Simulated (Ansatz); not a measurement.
Reaction (formal exchange of groups at a B–C bond): `NB(Cl)CF` + `[SiH3]OC1=CC1` → `NB(Cl)O[SiH3]` + `FCC1=CC1`

Isolated molecules relaxed with PBE0-D4/def2-TZVP in Ansatz; ΔE leaves out vibrations. CCSD(T)/CBS adds triple-zeta CCSD(T) − MP2 to the extrapolated MP2 energy (def2 sets, frozen cores). Functionals use def2-TZVPP. B3LYP here is the variant with VWN-RPA as its local correlation; programs differ in this. One conformer a species, not always the lowest.

`NB(Cl)CF`:

Cartesian coordinates in Å:
```
N 1.211 -0.649 -0.496
B 0.409 0.362 0.015
Cl 1.106 1.963 0.274
C -1.125 0.110 0.312
F -1.660 1.002 1.224
H 0.882 -1.588 -0.644
H 2.171 -0.500 -0.755
H -1.298 -0.904 0.692
H -1.695 0.203 -0.622
```

`[SiH3]OC1=CC1`:

Z-matrix (Å, degrees):
```
Si
O 1 1.672
H 1 1.478 2 104.4
H 1 1.483 2 110.2 3 119.3
H 1 1.483 2 110.2 3 -119.3
C 2 1.324 1 121.2 3 -180.0
C 6 1.481 2 144.1 1 0.0
C 6 1.285 2 149.2 1 -180.0
H 7 1.093 6 120.2 2 -75.1
H 7 1.093 6 120.2 2 75.1
H 8 1.074 6 153.2 2 -0.0
```

`NB(Cl)O[SiH3]`:

Z-matrix (Å, degrees):
```
Si
O 1 1.641
H 1 1.482 2 108.8
H 1 1.482 2 108.9 3 -120.2
H 1 1.490 2 110.5 3 119.9
B 2 1.357 1 138.0 3 -120.6
Cl 6 1.779 2 117.5 1 -179.9
N 6 1.397 2 124.1 1 0.1
H 8 1.005 6 123.1 2 0.1
H 8 1.003 6 122.1 2 180.0
```

`FCC1=CC1`:

Cartesian coordinates in Å:
```
F -1.635 0.378 1.747
C -0.411 -0.142 1.389
C -0.124 0.068 -0.028
C -0.422 0.509 -1.201
C 0.903 -0.178 -1.091
H -0.410 -1.213 1.620
H 0.360 0.337 2.004
H -1.112 1.016 -1.851
H 1.027 -1.185 -1.493
H 1.822 0.410 -1.094
```

```json
{"level": "B3LYP-D4", "ΔE (kcal/mol)": "-40.2"}
{"level": "PBE0", "ΔE (kcal/mol)": "-39.5"}
{"level": "HF/def2-TZVPP", "ΔE (kcal/mol)": "-44.8"}
{"level": "SCS-MP2/def2-TZVPP", "ΔE (kcal/mol)": "-41.9"}
{"level": "CCSD/def2-TZVPP", "ΔE (kcal/mol)": "-41.9"}
{"level": "SCS-MP2/def2-QZVPP", "ΔE (kcal/mol)": "-42.4"}
{"level": "HF/CBS(def2)", "ΔE (kcal/mol)": "-45.1"}
{"level": "MP2/CBS(def2)", "ΔE (kcal/mol)": "-42.7"}
```

(1) What does CCSD(T)/CBS give? (Best estimate.)

Largest T1 diagnostic among the species: 0.012.

## Answers

(1) Computed: -41.7 kcal/mol. The listed levels differ from it by 1.5, 2.2, -3.1, -0.2, -0.2, -0.7, -3.4, -1.0 kcal/mol.

In def2-TZVPP, CCSD(T) changes the Hartree–Fock value by +3.7 kcal/mol (the triples alone add +0.7 kcal/mol) and MP2 by +2.7 kcal/mol. From PBE to PBE0 (25 % exact exchange), in def2-TZVPP and without D4, ΔE moves by −2.0 kcal/mol.
